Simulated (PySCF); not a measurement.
penta-1,4-dien-3-amine (C₅H₉N), SMILES C=CC(N)C=C.

Coordinates come from a B3LYP-D3(BJ)/def2-SVP optimisation. One conformer was computed; it need not be the lowest.

Calculation: B3LYP-D3(BJ)/def2-SVP in PySCF.

No scaling factor is applied to the harmonic values.

| mode | ν (cm⁻¹) | IR (km/mol) | moving atoms (share of kinetic energy) |
|---|---|---|---|
| 1 | 73 | 0.2 | C 62 %, H 30 %, N 8 % |
| 2 | 103 | 0.1 | C 49 %, H 42 %, N 10 % |
| 3 | 240 | 31.0 | H 86 %, C 14 % |
| 4 | 267 | 11.8 | H 49 %, C 42 %, N 8 % |
| 5 | 289 | 0.8 | H 53 %, C 35 %, N 12 % |
| 6 | 331 | 4.7 | H 43 %, N 32 %, C 26 % |
| 7 | 428 | 3.0 | C 61 %, H 39 % |
| 8 | 528 | 0.9 | C 57 %, H 24 %, N 19 % |
| 9 | 645 | 14.8 | H 59 %, C 40 % |
| 10 | 731 | 17.2 | H 51 %, C 41 %, N 8 % |
| 11 | 846 | 101.5 | H 55 %, N 24 %, C 21 % |
| 12 | 890 | 85.6 | H 66 %, C 26 % |
| 13 | 940 | 29.1 | H 73 %, C 27 % |
| 14 | 947 | 41.6 | H 73 %, C 27 % |
| 15 | 967 | 21.5 | H 66 %, C 32 % |
| 16 | 1023 | 6.6 | H 88 %, C 11 % |
| 17 | 1028 | 13.7 | H 87 %, C 13 % |
| 18 | 1053 | 2.9 | H 68 %, C 26 % |
| 19 | 1112 | 12.9 | C 55 %, H 29 %, N 17 % |
| 20 | 1143 | 13.9 | C 56 %, H 41 % |
| 21 | 1233 | 1.0 | H 61 %, C 38 % |
| 22 | 1283 | 4.8 | H 74 %, C 25 % |
| 23 | 1308 | 3.2 | H 80 %, C 20 % |
| 24 | 1314 | 5.5 | H 80 %, C 20 % |
| 25 | 1373 | 3.7 | H 76 %, C 18 % |
| 26 | 1430 | 6.2 | H 84 %, C 16 % |
| 27 | 1441 | 8.0 | H 79 %, C 21 % |
| 28 | 1631 | 21.6 | H 92 % |
| 29 | 1710 | 5.8 | C 87 %, H 13 % |
| 30 | 1729 | 3.5 | C 88 %, H 12 % |
| 31 | 3040 | 13.5 | H 92 % |
| 32 | 3114 | 0.2 | H 93 % |
| 33 | 3119 | 39.1 | H 93 % |
| 34 | 3131 | 3.3 | H 93 % |
| 35 | 3135 | 3.4 | H 94 % |
| 36 | 3223 | 10.6 | H 89 %, C 11 % |
| 37 | 3228 | 10.8 | H 89 %, C 11 % |
| 38 | 3470 | 0.1 | H 96 % |
| 39 | 3549 | 0.2 | H 92 %, N 8 % |
